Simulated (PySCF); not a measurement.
Molecule: `InChI=1S/C2H7BN2/c1-5-3-2-4/h3,5H2,1H3`.

Structure with atom numbers: `[CH3:1][NH2+:2][BH2-:3][C:4]#[N:5]`. Each H is labelled by its parent atom.

Geometry PBE0-D3(BJ)/def2-SVP throughout; GIAO in PySCF 2.14, gas phase, one conformer, non-relativistic; equivalent atoms averaged; basis pcSseg-2.

**Question.** How do the absolute shieldings σ depend on the functional? (ppm; last column core-seconds on shared hosts with different chips, so compare them loosely; the GGAs took longer than the global hybrids here, which isn't the general rule, and the cause wasn't traced)

**Answer.** 
```csv
functional,kind,C4,C1,N5,N2,B3,H(C1),H(N2),H(B3),core-s
HF,Hartree–Fock,47.8,159.6,-80.9,229.2,133.4,28.94,29.06,29.70,15
LDA,LDA,39.0,146.2,-82.1,212.0,120.3,28.08,27.92,28.40,34
PBE,GGA,43.1,144.8,-73.0,206.8,120.7,28.48,28.37,28.89,43
BLYP,GGA,40.3,140.0,-73.9,200.4,117.7,28.63,28.57,29.14,44
BP86,GGA,43.7,144.3,-71.7,207.3,120.8,28.53,28.45,28.96,41
OPBE,GGA,50.7,150.2,-60.7,212.3,125.0,28.55,28.35,28.94,43
KT2,GGA,55.3,147.8,-56.3,208.9,123.9,28.46,28.37,28.83,43
KT3,GGA,54.7,146.8,-53.0,206.2,123.3,28.64,28.50,29.12,41
B97-D,GGA,46.9,144.2,-61.7,206.1,121.3,28.66,28.60,29.19,43
B3LYP,global hybrid,41.2,144.8,-76.5,208.4,121.3,28.65,28.64,29.22,27
PBE0,global hybrid,44.3,150.1,-75.7,215.8,124.9,28.55,28.51,29.05,27
mPW1PW91,global hybrid,43.8,149.4,-76.5,215.2,124.6,28.60,28.57,29.12,27
WP04,global hybrid,35.8,136.0,-77.0,200.5,116.0,28.90,28.75,29.82,27
B97-2,global hybrid,46.6,149.3,-68.4,214.0,124.8,28.66,28.62,29.20,24
BHandHLYP,global hybrid,42.9,150.7,-79.4,217.6,125.9,28.70,28.76,29.37,30
CAM-B3LYP,range-separated hybrid,41.5,148.5,-75.5,215.0,123.3,28.59,28.65,29.19,40
wB97X-D,range-separated hybrid,43.9,150.0,-75.5,217.2,125.4,28.65,28.69,29.21,58
LC-wPBE,range-separated hybrid,42.7,154.3,-72.0,225.1,126.9,28.63,28.71,29.21,45
```

**Question.** Which nucleus moves most, in ppm?

**Answer.** N5 (nitrile nitrogen): from -82.1 ppm with LDA to -53.0 ppm with KT3. The smallest spread is 0.85 ppm, at H(C1). Proton shifts span only some 12 ppm, so a few tenths of a ppm matter as much there as several ppm in carbon.
